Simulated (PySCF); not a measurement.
A calculated (UHF, PySCF 2.14, aug-cc-pVDZ, no relativity, point nucleus) atom or ion has these occupied shells.

```tsv
shell	electrons	orbital energy (eV)	rms radius, mean of both spins (bohr)
1s α	1	-7705.0	0.0659
1s β	1	-7705.0	0.0659
2s α	1	-951.25	0.279
2s β	1	-949.48	0.279
2p α	3	-822.19	0.250
2p β	3	-820.45	0.250
3s α	1	-127.50	0.847
3s β	1	-122.60	0.847
3p α	3	-87.273	0.904
3p β	3	-81.355	0.904
3d α	5	-20.911	1.26
3d β	3	-18.476	1.26
```

Problem. Name the element and its charge.

Solution. Co⁺ (cobalt, charge +1), in [Ar] 3d8, high-spin 3F determinant.
